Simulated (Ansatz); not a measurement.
`[F][Zn][Cl]`, charge 0, multiplicity 1.

Give a relaxed structure at PBE0-D4/def2-TZVP (Ansatz). (Estimate.)

Computed: 
Z-matrix (Å, degrees):
```
Zn
F 1 1.739
Cl 1 2.073 2 180.0
```
Point group C∞v.
